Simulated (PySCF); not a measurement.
## What the low excited states add to the polarisability

Compound: C7H10N (charge +1).
SMILES with atom numbers: `[cH:1]1[cH+:2][c:3]1[N:4]1[CH2:5][CH2:6][CH2:7][CH2:8]1` (hydrogens: H9 on C1; H10 on C2; H11, H12 on C5; H13, H14 on C6; H15, H16 on C7; H17, H18 on C8)

Structure used (GFN2-xTB), in Å, numbered top down from 1:
```
atom  x, y, z in Å
C1     2.841    0.664    0.601
C2     2.946   -0.311   -0.316
C3     1.645    0.100    0.081
N4     0.380    0.023    0.018
C5    -0.347   -0.897   -0.859
C6    -1.779   -0.832   -0.338
C7    -1.890    0.610    0.154
C8    -0.536    0.844    0.814
H9     3.302    1.364    1.258
H10    3.551   -0.945   -0.921
H11   -0.288   -0.530   -1.888
H12    0.087   -1.896   -0.815
H13   -2.505   -1.068   -1.110
H14   -1.917   -1.527    0.490
H15   -2.712    0.751    0.851
H16   -2.029    1.288   -0.687
H17   -0.535    0.481    1.845
H18   -0.222    1.888    0.807
```

The calculation used TDDFT CAM-B3LYP/def2-SVPD, vertical, gas phase, core orbitals frozen in the response (PySCF 2.14.0, density-fitted response routines).

Excitation energies and transition dipoles (atomic units, axes of the coordinates) of those of the lowest 8 singlets that add 0.02 au or more to the mean polarisability:

```tsv
state	ΔE (hartree)	μx	μy	μz
S1	0.2243	0.035	-0.318	-0.296
S3	0.2674	1.577	0.097	0.078
S5	0.2972	-0.004	0.231	-0.267
S6	0.3000	0.104	0.006	0.005
S7	0.3017	-0.132	-0.008	-0.007
S8	0.3169	-0.012	0.026	0.240
```

Question: What does each state add to αxx, αyy and αzz, and how do the sums compare with the full static tensor?

Answer: Each state adds 2 μα² / ΔE.

```tsv
state	αxx (au)	αyy (au)	αzz (au)
S1	0.01	0.90	0.78
S3	18.59	0.07	0.05
S5	0.00	0.36	0.48
S6	0.07	0.00	0.00
S7	0.11	0.00	0.00
S8	0.00	0.00	0.36
all 8 states	18.8	1.3	1.7
full response	101.4	66.3	63.9
share (%)	19	2	3
```

The rest comes from the higher roots of the same response equations.

Question: Give the full tensor and its principal values.

Answer: In au, rows and columns x, y, z:
```
x   101.4   1.7   1.3
y     1.7  66.3   9.2
z     1.3   9.2  63.9
```
Principal values 55.9, 74.2 and 101.6 au; mean 77.2 au (11.44 Å³).

Question: By how much does the contribution of these states grow at 589.3 nm?

Answer: With ω = 0.0773 hartree each state's term in the mean polarisability goes from f / ΔE² to f / (ΔE² − ω²), f = (2/3) ΔE |μ|²; the sum over all 8 states goes from 7.27 to 7.95 au, a rise of 0.68 au.

A one-level model with all 42 active electrons at a single energy would need ΔE = √(N/α) = 20.1 eV to give this α, against S1 at 6.10 eV.

One conformer stands for the species.
